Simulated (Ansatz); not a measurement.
`C[BH][InH2]` + H₂Te → `[InH2][BH][TeH]` + CH₄ at 500 K and 1 bar (ligand exchange at a B–C bond).

Gas-phase electronic energies from Ansatz, PBE0-D4/def2-TZVP geometries. CCSD(T)/CBS is the MP2 limit (def2-TZVPP, def2-QZVPP) plus CCSD(T) − MP2 in def2-TZVPP, frozen cores. This one scheme is used for every species. Elements past krypton have def2 core potentials. For In, Te outer-core shells are correlated without core-valence functions, which leaves a few kJ/mol of doubt a bond.

```csv
species,CCSD(T)/CBS energy (Eh),H − E (kJ/mol),S (J/(mol·K))
`C[BH][InH2]`,-256.21482,196.8,386.1
H₂Te,-268.91024,48.9,247.6
`[InH2][BH][TeH]`,-484.70285,121.1,406.2
CH₄,-40.46206,135.6,206.8
```

H − E and S are ideal-gas, rigid-rotor, harmonic terms from PBE0-D4/def2-TZVP, for one conformer and one mirror image of each species. 1 Eh = 2625.50 kJ/mol, R = 8.31446 J/(mol·K).

By hand: ΔE, ΔH, ΔS and ΔG.

ΔE = (-484.70285) + (-40.46206) − (-256.21482) − (-268.91024) = -0.03985 Eh = -104.6 kJ/mol. Δ(H − E) = 121.1 + 135.6 − 196.8 − 48.9 = 11.0, so ΔH = -93.6 kJ/mol. ΔS = 406.2 + 206.8 − 386.1 − 247.6 = -20.7 J/(mol·K). ΔG = -93.6 − 500 × (-20.7)/1000 = -83.2 kJ/mol.

By hand: the equilibrium constant, and the temperature at which ΔG would vanish if ΔH and ΔS stayed fixed.

log₁₀ K = −ΔG/(RT ln 10) = 8.7. ΔG = 0 at ΔH/ΔS = 4522 K, far beyond where these terms or the molecules hold.

ΔH outweighs TΔS. A doubt of 5 kJ/mol in ΔE shifts log₁₀ K by 0.5 here. Other conformers and mirror images would add mixing entropy, several J/(mol·K) or more a flexible species. These are equilibria of isolated gas molecules and say nothing of rates. Largest T1 diagnostic: 0.016 (customary marks: 0.02 for closed shells, 0.045 for open ones).
